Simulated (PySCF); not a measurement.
# Ionisation energy of Sn¹¹⁺ by level of theory

Sn¹¹⁺ [Kr] 4d3 (4F) → Sn¹²⁺ [Kr] 4d2 (3F), as a difference of total energies. All numbers are calculated (PySCF 2.14, the spin-free X2C one-electron Hamiltonian (Gaussian nucleus), in an even-tempered Gaussian basis (21 s from 0.33 bohr⁻², ratio 2.5; 15 p from 0.43 bohr⁻², ratio 2.5; 10 d from 0.43 bohr⁻², ratio 2.5; 4 f from 2.2 bohr⁻², ratio 2.7; 4 g from 3.3 bohr⁻², ratio 2.7)). Correlated levels: outer shells: [Ar] 3d10 frozen; virtual orbitals above 40 to 60 times the deepest correlated orbital energy dropped. The calculations carry no spin-orbit coupling.

| method | ionisation energy (eV) |
| --- | --- |
| UHF | 232.13 |
| LDA | 233.32 |
| PBE | 233.25 |
| PBE0 | 233.34 |
| r2SCAN | 233.63 |
| MP2 (outer shells) | 232.93 |
| SCS-MP2 (outer shells) | 232.74 |

Task: How much does correlation contribute at MP2 (outer shells)?

Result: 232.93 − (232.13) = 0.80 eV, measured against UHF.

A first-order spin-orbit estimate (lowest level to lowest level, LS coupling) adds -0.055 eV.

For comparison: 232 ± 2.5 eV (theoretical estimate listed by NIST; NIST Atomic Spectra Database, ionization energies).
